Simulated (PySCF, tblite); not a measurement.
Parent: `[O:1]=[C:2]1[CH2:3][CH2:4][PH2+:5][CH2:6][CH2:7]1` (charge +1) with O1–C2–C3–C4 -113°, C2–C3–C4–P5 -57°, C3–C4–P5–C6 49°, C4–P5–C6–C7 -49°, [C5H10OP]+.

Structures optimised with GFN2-xTB, isolated species. One conformer each, not checked by frequencies here.

```tsv
coordinate of the parent	value
O1=C2	1.193 Å
C2–C3	1.527 Å
C3–C4	1.537 Å
C4–P5	1.809 Å
P5–C6	1.809 Å
C6–C7	1.537 Å
C2–C7	1.527 Å
O1–C2–C3	122.8°
O1–C2–C7	122.8°
C3–C2–C7	114.4°
C2–C3–C4	111.6°
C3–C4–P5	108.8°
C4–P5–C6	106.8°
P5–C6–C7	108.8°
C2–C7–C6	111.7°
```

Q: How does the shared frame change in `[CH:1]#[C:2][PH+:3]1[CH2:4][CH2:5][C:6](=[O:7])[CH2:8][CH2:9]1` (charge +1) with C2–P3–C4–C5 70°, P3–C4–C5–C6 57°, C4–C5–C6–O7 114°, C5–C6–C8–C9 66°, [C7H10OP]+? Atoms pair as O1 = O7, C2 = C6, C3 = C5, C4 = C4, P5 = P3, C6 = C9, C7 = C8 (parent first).

A: 
```json
{"parent": "O1=C2", "relative": "O7=C6", "value in the relative": "1.194 Å", "change": "+0.001"}
{"parent": "C2–C3", "relative": "C6–C5", "value in the relative": "1.526 Å", "change": "-0.001"}
{"parent": "C3–C4", "relative": "C5–C4", "value in the relative": "1.536 Å", "change": "-0.001"}
{"parent": "C4–P5", "relative": "C4–P3", "value in the relative": "1.813 Å", "change": "+0.004"}
{"parent": "P5–C6", "relative": "P3–C9", "value in the relative": "1.813 Å", "change": "+0.004"}
{"parent": "C6–C7", "relative": "C9–C8", "value in the relative": "1.536 Å", "change": "-0.001"}
{"parent": "C2–C7", "relative": "C6–C8", "value in the relative": "1.526 Å", "change": "-0.001"}
{"parent": "O1–C2–C3", "relative": "O7–C6–C5", "value in the relative": "122.7°", "change": "-0.1"}
{"parent": "O1–C2–C7", "relative": "O7–C6–C8", "value in the relative": "122.7°", "change": "-0.1"}
{"parent": "C3–C2–C7", "relative": "C5–C6–C8", "value in the relative": "114.6°", "change": "+0.2"}
{"parent": "C2–C3–C4", "relative": "C6–C5–C4", "value in the relative": "111.7°", "change": "+0.1"}
{"parent": "C3–C4–P5", "relative": "C5–C4–P3", "value in the relative": "108.7°", "change": "-0.1"}
{"parent": "C4–P5–C6", "relative": "C4–P3–C9", "value in the relative": "106.5°", "change": "-0.3"}
{"parent": "P5–C6–C7", "relative": "P3–C9–C8", "value in the relative": "108.7°", "change": "-0.1"}
{"parent": "C2–C7–C6", "relative": "C6–C8–C9", "value in the relative": "111.7°", "change": "0.0"}
```

Of the parent's bonds, C4–P5 and P5–C6 change most and about equally (+0.004 Å). Bonds of the relative outside the shared frame: C1≡C2 1.204, C2–P3 1.740 Å. Point group Cs → Cs.

Q: How does the shared frame change in `[O:1]=[C:2]1[CH2:3][CH2:4][PH+:5]([PH2:6])[CH2:7][CH2:8]1` (charge +1) with C4–P5–P6–H 169° and 75°, O1–C2–C3–C4 -114°, C2–C3–C4–P5 -58°, C3–C4–P5–P6 170°, C4–P5–C7–C8 -50°, [C5H11OP2]+? Atoms pair as O1 = O1, C2 = C2, C3 = C3, C4 = C4, P5 = P5, C6 = C7, C7 = C8 (parent first).

A: 
```tsv
parent	relative	value in the relative	change
O1=C2	O1=C2	1.194 Å	+0.001
C2–C3	C2–C3	1.524 Å	-0.003
C3–C4	C3–C4	1.533 Å	-0.004
C4–P5	C4–P5	1.821 Å	+0.012
P5–C6	P5–C7	1.822 Å	+0.013
C6–C7	C7–C8	1.533 Å	-0.004
C2–C7	C2–C8	1.524 Å	-0.003
O1–C2–C3	O1–C2–C3	122.8°	0.0
O1–C2–C7	O1–C2–C8	122.8°	0.0
C3–C2–C7	C3–C2–C8	114.4°	0.0
C2–C3–C4	C2–C3–C4	111.5°	-0.1
C3–C4–P5	C3–C4–P5	110.2°	+1.4
C4–P5–C6	C4–P5–C7	104.1°	-2.7
P5–C6–C7	P5–C7–C8	110.2°	+1.4
C2–C7–C6	C2–C8–C7	111.5°	-0.2
```

Of the parent's bonds, C4–P5 and P5–C6 change most and about equally (+0.012 to +0.013 Å). Bonds of the relative outside the shared frame: P5–P6 2.163 Å. Point group Cs → Cs.

Q: How does the shared frame change in `[O:1]=[C:2]1[CH2:3][CH2:4][PH+:5]([CH:6]2[CH2:7][CH2:8]2)[CH2:9][CH2:10]1` (charge +1) with C4–P5–C6–C7 -86°, O1–C2–C3–C4 109°, C2–C3–C4–P5 57°, C3–C4–P5–C6 -173°, P5–C6–C7–C8 -107°, [C8H14OP]+? Atoms pair as O1 = O1, C2 = C2, C3 = C3, C4 = C4, P5 = P5, C6 = C9, C7 = C10 (parent first).

A: 
| parent | relative | value in the relative | change |
| --- | --- | --- | --- |
| O1=C2 | O1=C2 | 1.194 Å | +0.001 |
| C2–C3 | C2–C3 | 1.525 Å | -0.002 |
| C3–C4 | C3–C4 | 1.535 Å | -0.002 |
| C4–P5 | C4–P5 | 1.813 Å | +0.004 |
| P5–C6 | P5–C9 | 1.813 Å | +0.004 |
| C6–C7 | C9–C10 | 1.535 Å | -0.002 |
| C2–C7 | C2–C10 | 1.525 Å | -0.002 |
| O1–C2–C3 | O1–C2–C3 | 123.0° | +0.2 |
| O1–C2–C7 | O1–C2–C10 | 123.0° | +0.2 |
| C3–C2–C7 | C3–C2–C10 | 114.0° | -0.4 |
| C2–C3–C4 | C2–C3–C4 | 110.6° | -1.0 |
| C3–C4–P5 | C3–C4–P5 | 109.8° | +1.0 |
| C4–P5–C6 | C4–P5–C9 | 106.2° | -0.6 |
| P5–C6–C7 | P5–C9–C10 | 109.8° | +1.0 |
| C2–C7–C6 | C2–C10–C9 | 110.6° | -1.1 |

Of the parent's bonds, C4–P5 and P5–C6 change most and about equally (+0.004 Å). Bonds of the relative outside the shared frame: P5–C6 1.791, C6–C7 1.510, C7–C8 1.488, C6–C8 1.510 Å. Point group Cs → Cs.

All values are computed, not measured.
